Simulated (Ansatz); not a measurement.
SiF4 (SMILES F[Si](F)(F)F): from total energies to a heat of formation

SiF4 has 5 atoms, charge 0, and is taken as a singlet. SMILES: `F[Si](F)(F)F`. Geometry: relaxed at PBE0-D4/def2-TZVP.

Total energies at SVWN5/6-311+G** (Ansatz 0.2.0); the atoms run unrestricted:

```
species    state  energy (Eh)
   SiF4  singlet  -685.593646
      F  doublet   -99.097884
     Si  triplet  -288.212098
```

Harmonic wavenumbers at PBE0-D4/def2-TZVP, in cm⁻¹: 258, 258, 381, 381, 381, 796, 1033, 1034, 1034.

Measured heats of formation of the gaseous atoms at 298.15 K, in kJ/mol: F 79.4, Si 450.0. Spin-orbit lowering of the atoms at 298 K (mean of the ground term's levels less their thermal mean, from spectra), in kJ/mol: F 1.29, Si 0.44. Take 1 Eh = 2625.50 kJ/mol, 1 cm⁻¹ = 0.0119627 kJ/mol, RT = 2.479 kJ/mol.

What heat of formation follows?


1. Electronic atomisation energy: 4 × (-99.097884) + (-288.212098) − (-685.593646) = 0.990012 Eh = 2599.3 kJ/mol.
2. Zero-point energy: half the sum of the wavenumbers, 2778 cm⁻¹ = 33.2 kJ/mol.
3. Thermal vibrational enthalpy, Σ hcν̃/(exp(hcν̃/kT) − 1): 5.5 kJ/mol. Translation, rotation and pV of a non-linear molecule: 4 RT = 9.9 kJ/mol.
4. The 5 free atoms carry 5/2 RT each: 31.0 kJ/mol.
5. Spin-orbit coupling lowers the free atoms by 4 × 1.29 + 0.44 = 5.6 kJ/mol.
6. Atomisation enthalpy at 298 K: 2599.3 − 5.6 − 33.2 − 5.5 − 9.9 + 31.0 = 2576.1 kJ/mol.
7. Sum of the atoms' heats of formation: 767.6 kJ/mol. Heat of formation: 767.6 − 2576.1 = -1808.5 kJ/mol.

The tabulated value is -1614.9 kJ/mol (NIST-JANAF tables; in doubt, as an older value, an estimate or one at odds with other calculations), so this level is off by -193.6 kJ/mol, or 8.1 % of the atomisation enthalpy that the table implies (2382.4 kJ/mol). The LDA overbinds, which puts heats of formation too low. Anharmonicity and any spin-orbit splitting of the molecule are left out.
